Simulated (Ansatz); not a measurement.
Born–Oppenheimer molecular dynamics of ClFZn (3 atoms, charge 0, multiplicity 1). It starts from a relaxed structure.

These are results of Ansatz 0.2.0, RKS PBE0/def2-SVP, not measurements.

```json
{
  "ensemble": "NVE (velocity Verlet)",
  "time step": "1 fs",
  "steps asked": "150",
  "starting velocities drawn for": "1000 K",
  "seed": "144041"
}
```

First frame:

```xyz
3
Properties=species:S:1:pos:R:3
F -1.500 0.788 -0.742
Zn -0.099 0.031 -0.051
Cl 1.588 -0.884 0.779
```

Question: How far do the bonds stretch over the last three quarters of this one trajectory? (Pairs bonded in most of those frames.)

Answer: 
```tsv
bond	mean (Å)	spread (Å)	shortest	longest
F1–Zn2	1.742	0.020	1.71	1.77
Zn2–Cl3	2.097	0.010	2.07	2.11
```

Mean temperature of the second half: 616 K. The conserved energy stayed within 0.023 meV per atom of its start (net change 0.017 meV per atom), so the integration is sound. A run of 0.15 ps of so small a system gives no equilibrium averages.

Time of the run: 3.6 min on 1 CPU thread of a shared host.
